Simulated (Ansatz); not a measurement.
C₂H₈BClSi, SMILES `CB(C)[SiH2]Cl`, relaxed with RKS PBE-D4/def2-SVP in Ansatz 0.2.0 from a rough embedded geometry. The force threshold is 0.03 eV/Å; the program also tests the step.

Charge 0, multiplicity 1.

Start:

```xyz
13

C     1.208    0.684   -0.889
B    -0.010    0.011   -0.171
C    -1.369   -0.099   -0.936
Si    0.055   -0.700    1.647
Cl    0.653    0.821    2.947
H     2.082   -0.054   -0.888
H     0.990    1.044   -1.866
H     1.552    1.548   -0.212
H    -1.696   -1.107   -1.036
H    -2.184    0.477   -0.370
H    -1.310    0.384   -1.957
H    -1.183   -1.253    2.041
H     1.211   -1.755    1.689
```

```csv
step,energy (eV),largest force (eV/Å),largest move (Å)
1,-23259.9238,2.592,0.000
2,-23260.2815,0.782,0.144
3,-23260.3237,0.220,0.065
4,-23260.3282,0.133,0.030
5,-23260.3354,0.108,0.098
6,-23260.3376,0.354,0.195
7,-23260.3538,0.165,0.126
8,-23260.3646,0.137,0.155
9 (rejected),-23260.3627,0.212,0.177
10 (rejected),-23260.3610,0.305,0.089
11,-23260.3681,0.019,0.043
12,-23260.3707,0.102,0.098
13,-23260.3725,0.130,0.086
14,-23260.3741,0.093,0.041
15,-23260.3774,0.077,0.147
16,-23260.3782,0.093,0.115
17,-23260.3790,0.061,0.011
18,-23260.3794,0.022,0.014
19,-23260.3797,0.016,0.033
20,-23260.3798,0.010,0.032
```

End:

```xyz
13

C     1.078    1.019   -0.731
B    -0.045    0.066   -0.208
C    -1.265   -0.365   -1.098
Si    0.075   -0.681    1.681
Cl    1.545    0.312    2.815
H     1.883    0.318   -1.071
H     0.807    1.632   -1.615
H     1.557    1.642    0.051
H    -1.751   -1.327   -0.840
H    -2.032    0.425   -0.895
H    -1.069   -0.321   -2.190
H    -1.226   -0.573    2.439
H     0.442   -2.146    1.661
```

It took 30 s on 4 threads of an Arm Neoverse V1 on a shared host, with 0.17 GiB of host memory at the peak.
